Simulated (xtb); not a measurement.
A run for xtb: GFN1-xTB on GaRu, 2S+1 = 4, a spin state set in the input, which need not be the lowest, a point of a bond scan (R = 2.326 Å).

```
$ xtb mol.xyz --gfn 1 --sp --chrg 0 --uhf 3
2

Ru     0.00000000     0.00000000     0.00000000
Ga     0.00000000     0.00000000     2.32559900
```

The log:

```
[...]
           -------------------------------------------------
          |                Calculation Setup                |
           -------------------------------------------------



           -------------------------------------------------
          |                 G F N 1 - x T B                 |
           -------------------------------------------------

        Reference                      10.1021/acs.jctc.7b00118
      * Hamiltonian:
        H0-scaling (s, p, d)           1.850000    2.250000    2.000000
        zeta-weighting                 0.000000
      * Dispersion:
        s8                             2.400000
        a1                             0.630000
        a2                             5.000000
        s9                             0.000000
      * Repulsion:
        kExp                           1.500000
        rExp                           1.000000
      * Coulomb:
        alpha                          2.000000
        third order                    atomic
        anisotropic                    false
      * Halogen bond correction:
        rad-scale                      1.300000
        damping                        0.440000


          ...................................................
          :                      SETUP                      :
          :.................................................:
          :  # basis functions                  20          :
          :  # atomic orbitals                  18          :
          :  # shells                            6          :
          :  # electrons                        11          :
          :  # halogen bonds                     0          :
          :  max. iterations                   250          :
          :  Hamiltonian                  GFN1-xTB          :
          :  restarted?                      false          :
          :  GBSA solvation                  false          :
          :  PC potential                    false          :
          :  electronic temp.          300.0000000     K    :
          :  accuracy                    1.0000000          :
          :  -> integral cutoff          0.2500000E+02      :
          :  -> integral neglect         0.1000000E-07      :
          :  -> SCF convergence          0.1000000E-05 Eh   :
          :  -> wf. convergence          0.2000000E-04 e    :
          :  Broyden damping             0.4000000          :
          :  net charge                          0          :
          :  unpaired electrons                  3          :
          ...................................................

 iter      E             dE          RMSdq      gap      omega  full diag
   1     -4.3722308 -0.437223E+01  0.192E+01    0.64       0.0  T
   2     -4.4868537 -0.114623E+00  0.103E+01    0.58       1.0  T
   3     -4.4349050  0.519487E-01  0.681E+00    0.64       1.0  T
   4     -4.4790448 -0.441398E-01  0.554E+00    0.56       1.0  T
   5     -4.4961344 -0.170896E-01  0.150E+00    0.58       1.0  T
   6     -4.4966586 -0.524180E-03  0.120E+00    0.58       1.0  T
   7     -4.4979092 -0.125063E-02  0.314E-01    0.59       1.0  T
   8     -4.4979892 -0.799991E-04  0.929E-02    0.59       1.0  T
   9     -4.4979950 -0.579071E-05  0.514E-02    0.59       1.4  T
  10     -4.4979976 -0.258344E-05  0.216E-03    0.59      32.7  T
  11     -4.4979976 -0.430266E-08  0.303E-04    0.59     233.7  T
  12     -4.4979976 -0.852198E-10  0.656E-05    0.59    1077.9  T
  13     -4.4979976 -0.394795E-11  0.197E-06    0.59   35931.8  T

   *** convergence criteria satisfied after 13 iterations ***

         #    Occupation            Energy/Eh            Energy/eV
      -------------------------------------------------------------
         1        2.0000           -0.5087649             -13.8442
         2        1.9945           -0.3182072              -8.6589
         3        1.9945           -0.3182072              -8.6589
         4        1.4042           -0.3128955              -8.5143
         5        1.4042           -0.3128955              -8.5143
         6        1.2025           -0.3119620              -8.4889
         7        1.0000           -0.2636388              -7.1740 (HOMO)
         8        0.0000           -0.2419200              -6.5830 (LUMO)
         9        0.0000           -0.2419200              -6.5830
        10                         -0.1737705              -4.7285
        11                         -0.1368362              -3.7235
        12                         -0.1368362              -3.7235
       ...                                ...                  ...
        18                          1.5722827              42.7840
      -------------------------------------------------------------
                  HL-Gap            0.0217188 Eh            0.5910 eV
             Fermi-level           -0.2831864 Eh           -7.7059 eV

 SCC (total)                   0 d,  0 h,  0 min,  0.002 sec
 SCC setup                      ...        0 min,  0.000 sec (  2.736%)
 Dispersion                     ...        0 min,  0.000 sec (  1.269%)
 classical contributions        ...        0 min,  0.000 sec (  0.711%)
 integral evaluation            ...        0 min,  0.001 sec ( 24.980%)
 iterations                     ...        0 min,  0.001 sec ( 42.682%)
 molecular gradient             ...        0 min,  0.001 sec ( 22.658%)
 printout                       ...        0 min,  0.000 sec (  4.646%)

         :::::::::::::::::::::::::::::::::::::::::::::::::::::
         ::                     SUMMARY                     ::
         :::::::::::::::::::::::::::::::::::::::::::::::::::::
         :: total energy              -4.478707400229 Eh    ::
         :: gradient norm              0.044152389980 Eh/a0 ::
         :: HOMO-LUMO gap              0.590998924495 eV    ::
         ::.................................................::
         :: SCC energy                -4.497997594285 Eh    ::
         :: -> electrostatic           0.020600398325 Eh    ::
         :: repulsion energy           0.019821976061 Eh    ::
         :: dispersion energy         -0.000531782005 Eh    ::
         :: halogen bond corr.         0.000000000000 Eh    ::
         :: add. restraining           0.000000000000 Eh    ::
         :: total charge              -0.000000000063 e     ::
         :::::::::::::::::::::::::::::::::::::::::::::::::::::

           -------------------------------------------------
          |                Property Printout                |
           -------------------------------------------------

    * Orbital Energies and Occupations

         #    Occupation            Energy/Eh            Energy/eV
      -------------------------------------------------------------
         1        2.0000           -0.5087649             -13.8442
         2        1.9945           -0.3182072              -8.6589
         3        1.9945           -0.3182072              -8.6589
         4        1.4042           -0.3128955              -8.5143
         5        1.4042           -0.3128955              -8.5143
         6        1.2025           -0.3119620              -8.4889
         7        1.0000           -0.2636388              -7.1740 (HOMO)
         8        0.0000           -0.2419200              -6.5830 (LUMO)
         9        0.0000           -0.2419200              -6.5830
        10                         -0.1737705              -4.7285
        11                         -0.1368362              -3.7235
        12                         -0.1368362              -3.7235
        13                         -0.0894055              -2.4328
        14                         -0.0894055              -2.4328
        15                          0.2241535               6.0995
Note: The following floating-point exceptions are signalling: IEEE_DENORMAL
normal termination of xtb
        16                          0.5476503              14.9023
        17                          0.5476503              14.9023
        18                          1.5722827              42.7840
      -------------------------------------------------------------
                  HL-Gap            0.0217188 Eh            0.5910 eV
             Fermi-level           -0.2831864 Eh           -7.7059 eV

  Mulliken/CM5 charges         n(s)   n(p)   n(d)
     1Ru   -0.28906 -0.19058   0.474  0.204  7.611
     2Ga    0.28906  0.19058   1.779  0.847  0.085

Wiberg/Mayer (AO) data.
largest (>0.10) Wiberg bond orders for each atom

 ---------------------------------------------------------------------------
     #   Z sym  total        # sym  WBO       # sym  WBO       # sym  WBO
 ---------------------------------------------------------------------------
     1  44 Ru   1.459 --     2 Ga   1.459
     2  31 Ga   1.459 --     1 Ru   1.459
 ---------------------------------------------------------------------------

Topologies differ in total number of bonds
Writing topology from bond orders to xtbtopo.mol

 dipole moment from electron density (au)
     X       Y       Z
  -0.0000   0.0000   0.9897  total (Debye):    2.516


           -------------------------------------------------
          | TOTAL ENERGY               -4.478707400229 Eh   |
          | GRADIENT NORM               0.044152389980 Eh/α |
          | HOMO-LUMO GAP               0.590998924495 eV   |
           -------------------------------------------------

------------------------------------------------------------------------
------------------------------------------------------------------------
 total:
 SCF:
```

The run finished.

Cost: around 0.020 core-seconds (rough).
